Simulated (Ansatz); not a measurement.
C, charge -1, quartet (a gas-phase anion, which may not be bound at this level); MP2/cc-pVTZ (Ansatz, an electronic-structure program).

The Ansatz input:
Ansatz 0.2 input:
```yaml
crystal:
  periodic: [false, false, false]
  atoms:
    - {symbol: C, position_ang: [0.00000000, 0.00000000, 0.00000000]}
basis:
  gaussian:
    orbitals: cc-pVTZ
total_charge: -1
magnetization: {spin_polarized: true, initial_magnetization: 3}
correlation: {method: mp2, electrons: outside_noble_gas}
accuracy: high
```

Problem. Predict the main parts of the log of this Ansatz run.

Solution. 
```
Functional definition: HF
301 factors; integrals over basis functions are off by at most 2.3e-9 eV
mean field evaluation 1: about -1025.2427 eV, gradient 8.1e0 eV
mean field evaluation 2: about -1025.2430 eV, gradient 8.1e0 eV
mean field evaluation 4: about -1025.7588 eV, gradient 7.5e-1 eV
mean field evaluation 8: about -1025.7645 eV, gradient 3.1e-4 eV
mean field -1025.76446131 eV, -37.6961486650 hartree, gradient 9.2e-9 eV, S^2 3.753048; 0 other end points of the search recorded, 0 dependent functions left out
1 core orbitals not correlated
reference -1025.76446131 eV, -37.6961486650 hartree; 4, 1 occupied and 25, 28 virtual orbitals, 301 factors
second order -2.47213901 eV of doubles, -0.00000000 eV of singles
Total energy: -1028.23660031 eV, -37.7869980978 hartree
```
